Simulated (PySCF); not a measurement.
C3H3F4, SMILES F[CH]CC(F)(F)F (connectivity only; charge and spin as stated), charge +1, multiplicity 1.

Geometry: PBE0-D3(BJ)/def2-SVP. The multiplicity is an assumed one; no other spin state was optimised. The isomer is the one that the SMILES or the coordinates give; other isomers of the formula were not compared. The values are those of a single conformer.

Method: PBE/def2-TZVP (PySCF).

- total energy: -514.83974 hartree
- highest occupied level: -14.80 eV
- lowest empty level: -11.42 eV
- orbital gap: 3.38 eV
- dipole moment about the centre of nuclear charge: 5.95 D
- mean static polarisability: 38.1 bohr³ (5.64 Å³)
- polarisability, principal values: 31.0, 34.6, 48.6 bohr³
